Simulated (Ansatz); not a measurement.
`O[Si](F)(Cl)Br` + NH₃ → `N[Si](O)(Cl)Br` + H–F  (ligand exchange at the Si–F bond)

Isolated molecules relaxed with PBE0-D4/def2-TZVP in Ansatz; ΔE leaves out vibrations. CCSD(T)/CBS adds triple-zeta CCSD(T) − MP2 to the extrapolated MP2 energy (def2 sets, frozen cores). This one scheme is used for every species. DFT in def2-TZVPP. B3LYP here is the variant with VWN-RPA as its local correlation; programs differ in this. HSE06 is defined as in plane-wave codes. For Br outer-core shells are correlated without core-valence functions, which leaves a few kJ/mol of doubt a bond. Scalar relativity is left out up to krypton. Each species was taken in one conformer, which may not be the lowest.

(1) Is it downhill or uphill in electronic energy at CCSD(T)/CBS, and by how much? (An estimate is asked.)

(2) What do these levels give: BHLYP-D4, CAM-B3LYP-D4, PBE-QIDH, r2SCAN, B3LYP, HSE06, CAM-B3LYP, RPA@PBE/def2-TZVPP, HF/def2-TZVPP, MP2/def2-TZVPP, CCSD(T)/def2-TZVPP, SCS-MP2/def2-QZVPP? (Estimate.)

Largest T1 diagnostic among the species: 0.009.

Answers

(1) The calculation gave: Uphill: ΔE = +0.75 eV.

(2) Ansatz gave: BHLYP-D4 0.80, CAM-B3LYP-D4 0.81, PBE-QIDH 0.74, r2SCAN 0.83, B3LYP 0.85, HSE06 0.75, CAM-B3LYP 0.85, RPA@PBE/def2-TZVPP 0.79, HF/def2-TZVPP 0.89, MP2/def2-TZVPP 0.73, CCSD(T)/def2-TZVPP 0.76, SCS-MP2/def2-QZVPP 0.77 eV.

The D4 term adds −0.07 eV with B3LYP and −0.04 eV with PBE0; it sums over pairs of atoms, weighted by their polarisabilities, and B3LYP, whose exchange is more repulsive, gets the larger term. Leaving LDA and LC-ωPBE aside and taking each functional with its dispersion term where it has one, the values, not all of them listed here, spread over 0.19 eV, from revPBE-D4 to B97M-V. LDA lies −0.08 eV from PBE without D4. In def2-TZVPP, CCSD(T) changes the Hartree–Fock value by −0.13 eV (the triples alone add −0.02 eV) and MP2 by −0.17 eV.
